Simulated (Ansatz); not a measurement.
Te4, relaxed as a singlet with RKS PBE-D4/def2-SVP in Ansatz, starting from the GFN1-xTB geometry. Force threshold 0.02 eV/Å.

In the def2 sets Te takes a core potential; there is no spin–orbit coupling. The structure comes from a short search, and lower isomers may exist.

Start:

```xyz
4

Te    1.4757    0.5964    1.0586
Te    1.1824   -0.7484   -1.3035
Te   -1.4653   -1.0232   -0.6784
Te   -1.1928    1.1753    0.9232
```

Question: Estimate the energy that the relaxation releases and the steps that it takes.

Answer: 20.3 kJ/mol, in 9 steps; 13 s on 4 threads of Arm Neoverse N1 on a shared host. No frequencies were taken in this run, so the end may be a saddle point.

Question: Does the start keep its bonding and symmetry?

Answer: By distances, no bond broke or formed. The bond that changes most is Te3–Te4, from 2.73 to 2.81 Å (atoms count from 1). Point group D2d at the start, D2d at the end, both within 0.05 Å.

Question: Predict the relaxed structure.

Answer: 
```tsv
atom	x (Å)	y (Å)	z (Å)
Te1	1.469	0.456	1.173
Te2	1.171	-0.607	-1.416
Te3	-1.452	-1.153	-0.553
Te4	-1.188	1.303	0.796
```
Bond lengths: 4 × Te–Te 2.81 Å.
